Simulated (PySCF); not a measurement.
C2H6N2OSi.
Atom-mapped SMILES: `[CH:1]#[C:2][Si:3]([NH2:4])([NH2:5])[OH:6]` (hydrogens: H7 on C1; H8, H9 on N4; H10, H11 on N5; H12 on O6)

The calculation used PySCF 2.14.0, PBE0-D3(BJ)/def2-SVP geometry optimisation, gas phase.

(1) Give the optimised bond lengths and angles.

Answers

(1) 
| bond | length (Å) |
| --- | --- |
| C1≡C2 | 1.218 |
| C2–Si3 | 1.852 |
| Si3–N4, Si3–N5 | 1.708 |
| Si3–O6 | 1.666 |
| C1–H7 | 1.076 |
| N4–H8 and 3 like bonds | 1.012 |
| O6–H12 | 0.961 |

Bonds in one row agree within 0.01 Å and their mean is given. A selection of angles:
| angle | degrees |
| --- | --- |
| C2–C1–H7 | 179.4 |
| C1–C2–Si3 | 178.7 |
| C2–Si3–N4 | 118.0 |
| C2–Si3–N5 | 103.9 |
| C2–Si3–O6 | 105.5 |
| N4–Si3–N5 | 107.7 |
| N4–Si3–O6 | 103.3 |
| N5–Si3–O6 | 119.3 |
| Si3–N4–H8 | 120.5 |
| H8–N4–H9 | 112.9 |
| H10–N5–H11 | 112.3 |
| Si3–O6–H12 | 114.3 |

Dihedral angles: H12–O6–Si3–C2 26° (synperiplanar). The mirror-image conformer, all signs reversed, is as good.

N4 (silicon-bound nitrogen) has angles 121.2°, 120.5° and 112.9°, sum 354.7°, 0.16 Å off the plane of its three neighbours. Si3 (oxygen-bound silicon) is distorted tetrahedral (angles from 103.3° to 119.3°).

Point group: C1 (no symmetry element, even within 0.4 Å). Stationary, but not proved a minimum. One conformer, not necessarily the lowest (C2–Si3–N4–H 81° and -72°, C2–Si3–N5–H -28° and -178°, C2–Si3–O6–H 26°).
